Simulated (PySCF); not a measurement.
C₆H₈N₂, SMILES c1cc(N)ccc1N.

Geometry: PBE-D3(BJ)/def2-SVP. One conformer was computed; it need not be the lowest.

Calculation: PBE-D3(BJ)/def2-SVP (PySCF).

No scaling factor is applied to the harmonic values.

```json
[
 {"mode": "1", "ν (cm⁻¹)": "142", "IR (km/mol)": "8.4", "moving atoms (share of kinetic energy)": "N 51 %, C 31 %, H 18 %"},
 {"mode": "2", "ν (cm⁻¹)": "265", "IR (km/mol)": "0.0", "moving atoms (share of kinetic energy)": "H 96 %"},
 {"mode": "3", "ν (cm⁻¹)": "266", "IR (km/mol)": "35.6", "moving atoms (share of kinetic energy)": "H 97 %"},
 {"mode": "4", "ν (cm⁻¹)": "312", "IR (km/mol)": "1.9", "moving atoms (share of kinetic energy)": "N 50 %, C 25 %, H 25 %"},
 {"mode": "5", "ν (cm⁻¹)": "345", "IR (km/mol)": "0.0", "moving atoms (share of kinetic energy)": "C 70 %, H 17 %, N 13 %"},
 {"mode": "6", "ν (cm⁻¹)": "407", "IR (km/mol)": "1.7", "moving atoms (share of kinetic energy)": "C 72 %, H 28 %"},
 {"mode": "7", "ν (cm⁻¹)": "416", "IR (km/mol)": "0.0", "moving atoms (share of kinetic energy)": "C 49 %, H 30 %, N 21 %"},
 {"mode": "8", "ν (cm⁻¹)": "461", "IR (km/mol)": "0.0", "moving atoms (share of kinetic energy)": "N 50 %, C 41 %, H 9 %"},
 {"mode": "9", "ν (cm⁻¹)": "498", "IR (km/mol)": "181.6", "moving atoms (share of kinetic energy)": "H 54 %, C 44 %"},
 {"mode": "10", "ν (cm⁻¹)": "563", "IR (km/mol)": "533.8", "moving atoms (share of kinetic energy)": "H 65 %, N 25 %, C 10 %"},
 {"mode": "11", "ν (cm⁻¹)": "592", "IR (km/mol)": "0.0", "moving atoms (share of kinetic energy)": "H 74 %, N 22 %"},
 {"mode": "12", "ν (cm⁻¹)": "640", "IR (km/mol)": "0.0", "moving atoms (share of kinetic energy)": "C 90 %"},
 {"mode": "13", "ν (cm⁻¹)": "711", "IR (km/mol)": "0.0", "moving atoms (share of kinetic energy)": "C 75 %, H 22 %"},
 {"mode": "14", "ν (cm⁻¹)": "766", "IR (km/mol)": "1.5", "moving atoms (share of kinetic energy)": "C 41 %, N 36 %, H 22 %"},
 {"mode": "15", "ν (cm⁻¹)": "777", "IR (km/mol)": "0.0", "moving atoms (share of kinetic energy)": "H 78 %, C 22 %"},
 {"mode": "16", "ν (cm⁻¹)": "807", "IR (km/mol)": "58.5", "moving atoms (share of kinetic energy)": "C 49 %, H 47 %"},
 {"mode": "17", "ν (cm⁻¹)": "846", "IR (km/mol)": "0.0", "moving atoms (share of kinetic energy)": "C 75 %, N 14 %, H 11 %"},
 {"mode": "18", "ν (cm⁻¹)": "899", "IR (km/mol)": "0.0", "moving atoms (share of kinetic energy)": "H 70 %, C 29 %"},
 {"mode": "19", "ν (cm⁻¹)": "909", "IR (km/mol)": "0.0", "moving atoms (share of kinetic energy)": "H 74 %, C 26 %"},
 {"mode": "20", "ν (cm⁻¹)": "987", "IR (km/mol)": "0.3", "moving atoms (share of kinetic energy)": "C 63 %, H 36 %"},
 {"mode": "21", "ν (cm⁻¹)": "1034", "IR (km/mol)": "3.0", "moving atoms (share of kinetic energy)": "H 65 %, C 28 %"},
 {"mode": "22", "ν (cm⁻¹)": "1078", "IR (km/mol)": "0.0", "moving atoms (share of kinetic energy)": "H 82 %, N 11 %"},
 {"mode": "23", "ν (cm⁻¹)": "1115", "IR (km/mol)": "12.7", "moving atoms (share of kinetic energy)": "H 91 %"},
 {"mode": "24", "ν (cm⁻¹)": "1151", "IR (km/mol)": "0.0", "moving atoms (share of kinetic energy)": "H 93 %"},
 {"mode": "25", "ν (cm⁻¹)": "1268", "IR (km/mol)": "78.5", "moving atoms (share of kinetic energy)": "H 46 %, C 44 %, N 10 %"},
 {"mode": "26", "ν (cm⁻¹)": "1292", "IR (km/mol)": "0.0", "moving atoms (share of kinetic energy)": "H 75 %, C 22 %"},
 {"mode": "27", "ν (cm⁻¹)": "1316", "IR (km/mol)": "0.0", "moving atoms (share of kinetic energy)": "C 74 %, N 16 %, H 10 %"},
 {"mode": "28", "ν (cm⁻¹)": "1385", "IR (km/mol)": "30.1", "moving atoms (share of kinetic energy)": "C 88 %, H 10 %"},
 {"mode": "29", "ν (cm⁻¹)": "1452", "IR (km/mol)": "1.9", "moving atoms (share of kinetic energy)": "C 77 %, H 20 %"},
 {"mode": "30", "ν (cm⁻¹)": "1521", "IR (km/mol)": "170.5", "moving atoms (share of kinetic energy)": "C 66 %, H 33 %"},
 {"mode": "31", "ν (cm⁻¹)": "1571", "IR (km/mol)": "0.0", "moving atoms (share of kinetic energy)": "H 86 %, N 11 %"},
 {"mode": "32", "ν (cm⁻¹)": "1579", "IR (km/mol)": "199.0", "moving atoms (share of kinetic energy)": "H 76 %, N 15 %, C 10 %"},
 {"mode": "33", "ν (cm⁻¹)": "1593", "IR (km/mol)": "0.0", "moving atoms (share of kinetic energy)": "C 91 %"},
 {"mode": "34", "ν (cm⁻¹)": "1662", "IR (km/mol)": "0.0", "moving atoms (share of kinetic energy)": "C 91 %"},
 {"mode": "35", "ν (cm⁻¹)": "3092", "IR (km/mol)": "35.9", "moving atoms (share of kinetic energy)": "H 92 %"},
 {"mode": "36", "ν (cm⁻¹)": "3093", "IR (km/mol)": "0.0", "moving atoms (share of kinetic energy)": "H 92 %"},
 {"mode": "37", "ν (cm⁻¹)": "3107", "IR (km/mol)": "32.6", "moving atoms (share of kinetic energy)": "H 91 %, C 9 %"},
 {"mode": "38", "ν (cm⁻¹)": "3110", "IR (km/mol)": "0.0", "moving atoms (share of kinetic energy)": "H 91 %, C 9 %"},
 {"mode": "39", "ν (cm⁻¹)": "3475", "IR (km/mol)": "21.2", "moving atoms (share of kinetic energy)": "H 96 %"},
 {"mode": "40", "ν (cm⁻¹)": "3476", "IR (km/mol)": "0.0", "moving atoms (share of kinetic energy)": "H 96 %"},
 {"mode": "41", "ν (cm⁻¹)": "3577", "IR (km/mol)": "21.7", "moving atoms (share of kinetic energy)": "H 91 %, N 9 %"},
 {"mode": "42", "ν (cm⁻¹)": "3577", "IR (km/mol)": "0.0", "moving atoms (share of kinetic energy)": "H 91 %, N 9 %"}
]
```
